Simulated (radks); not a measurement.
In37+, 12 electrons, occupied as [Ne] 3s2 (the NIST ground configuration). Method: Dirac Kohn-Sham, BLYP, spin-unpolarised, spherical densities, finite nucleus; Fermi nuclear charge, rms radius 4.6156 fm; computed with a radial shooting solver on a logarithmic mesh with Libxc functionals.

Normalised radial functions P(r) = r R(r) (large component), r in bohr:

r,2s1/2
0.00303,0.6886
0.003761,0.8103
0.004705,0.9492
0.005839,1.0913
0.007247,1.2341
0.008995,1.3657
0.01125,1.4713
0.01397,1.5181
0.01733,1.4790
0.02151,1.3179
0.02691,0.9848
0.0334,0.4797
0.04146,-0.2016
0.05145,-1.0098
0.06437,-1.8683
0.07989,-2.5541
0.09915,-2.9283
0.1231,-2.8765
0.1527,-2.4108
0.1911,-1.6640
0.2371,-0.9419
0.2943,-0.4155
0.3653,-0.1352
0.457,-0.0284
0.5672,-0.0039
0.7039,-0.0003
0.8736,0.0000

2s1/2: eigenvalue -6288.8 eV, 1 radial node at r = 0.0391 bohr, <r> = 0.126 bohr, 90 % of the charge inside 0.194 bohr.
